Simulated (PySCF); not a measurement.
ZnMe(tBu), C5H12Zn (singlet state).
Structure used (PBE0-D3(BJ)/def2-SVP), in Å, numbered top down from 1:
```xyz
18
C5H12Zn angstrom
Zn     0.0053   -0.0030    1.3472
C      0.0017   -0.0279    3.2984
H     -1.0225    0.0673    3.6957
H      0.5945    0.8042    3.7129
H      0.4240   -0.9661    3.6938
C     -0.0010    0.0111   -0.6327
C      1.4142   -0.2423   -1.1499
C     -0.4946    1.3661   -1.1372
C     -0.9325   -1.0911   -1.1366
H      1.4299   -0.2521   -2.2591
H      2.1246    0.5377   -0.8283
H      1.8160   -1.2141   -0.8173
H      0.1486    2.1980   -0.8051
H     -1.5226    1.5887   -0.8047
H     -0.5029    1.3918   -2.2461
H     -1.9726   -0.9495   -0.7983
H     -0.6115   -2.0942   -0.8093
H     -0.9550   -1.1080   -2.2456
```

Computed with PySCF, PBE0-D3(BJ)/def2-SVP geometry optimisation, gas phase.

Problem. Which atoms are bound to Zn1, and at what distances?

Solution. 2 atoms: C2 1.951 Å, C6 1.980 Å. The nearest atom not counted as bound is H3, at 2.56 Å (others tie with it).

Problem. What is the shape at Zn1?

Solution. Linear: angle 179.6°. The Zn–C distances aren't all alike: 1.951 to 1.980 Å.

Problem. What are the other bond lengths?

Solution. C2–H3, C2–H4, C2–H5 1.102 Å; C6–C7, C6–C8, C6–C9 1.528 Å; C7–H10 and 8 like bonds 1.105 Å.

Problem. Give some angles away from the centre.

Solution. Zn1–C6–C7 109.5°, C7–C6–C8 109.5°.

Point group: near C3v, missed by 0.18 Å at most; the miss may be what the optimiser left on a soft mode (C3 holds within 0.08 Å). Charge 0, singlet. PBE0-D3(BJ)/def2-SVP frequencies: not computed here.
